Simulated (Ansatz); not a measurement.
Ansatz (a quantum-chemistry and plane-wave program) input (B3LYP/LANL2DZ): The .json file is the Basis Set Exchange's LANL2DZ.

Ansatz 0.2 input:
```yaml
crystal:
  periodic: [false, false, false]
  atoms:
    - {symbol: N, position_ang: [-1.06616376, 0.26085306, 0.21523175]}
    - {symbol: C, position_ang: [0.14270879, -0.03491586, -0.02880933]}
    - {symbol: O, position_ang: [1.21557910, -0.29740978, -0.24539496]}
    - {symbol: H, position_ang: [-1.63611033, -0.34254441, 0.80947549]}
    - {symbol: H, position_ang: [-1.48162886, 1.10534638, -0.18008208]}
basis:
  gaussian:
    orbitals: LANL2DZ.json
hamiltonian:
  xc: {name: B3LYP}
total_charge: 1
output: {forces: true}
```

From the last part of the output:

```
WARN ansatz: RAYON_NUM_THREADS=1 ignored (pool sized by the plan → 1); use --threads N
Functional definition: B3LYP
integrals: 0.01 GiB planned
423 factors; integrals over basis functions are off by at most 6.5e-4 eV
mean field: 0.08 GiB planned
mean field evaluation 1: about -4586.4173 eV, gradient 7.3e1 eV
mean field evaluation 2: about -4565.5420 eV, gradient 1.3e2 eV
mean field evaluation 4: about -4596.7002 eV, gradient 6.9e0 eV
mean field evaluation 8: about -4596.7829 eV, gradient 3.8e-1 eV
mean field evaluation 16: about -4596.7832 eV, gradient 1.6e-5 eV
a density is far from that of the atoms, so the factors are made again for it
463 factors; integrals over basis functions are off by at most 2.4e-5 eV
mean field: 0.08 GiB planned
mean field -4596.78285326 eV, -168.9286540458 hartree, gradient 2.0e-5 eV, S^2 0.000000; 0 other end points of the search recorded, 0 dependent functions left out
the calculation of the forces begins
reference -4596.78299597 eV, -168.9286592903 hartree; 11, 11 occupied and 20, 20 virtual orbitals, 463 factors
Total energy: -4596.78299597 eV, -168.9286592903 hartree
Atom 0 at    -1.066164     0.260853     0.215232 Å, force    -0.873286     0.213663     0.176295 eV/Å
Atom 1 at     0.142709    -0.034916    -0.028809 Å, force    -2.740913     0.670606     0.553322 eV/Å
Atom 2 at     1.215579    -0.297410    -0.245395 Å, force     4.074633    -0.996920    -0.822566 eV/Å
Atom 3 at    -1.636110    -0.342544     0.809475 Å, force    -0.240605    -0.041039     0.113019 eV/Å
Atom 4 at    -1.481629     1.105346    -0.180082 Å, force    -0.219828     0.153691    -0.020069 eV/Å
Dipole moment:    -0.805308     0.197031     0.162572 e Å
```

The dipole moment of an ion depends on the origin.
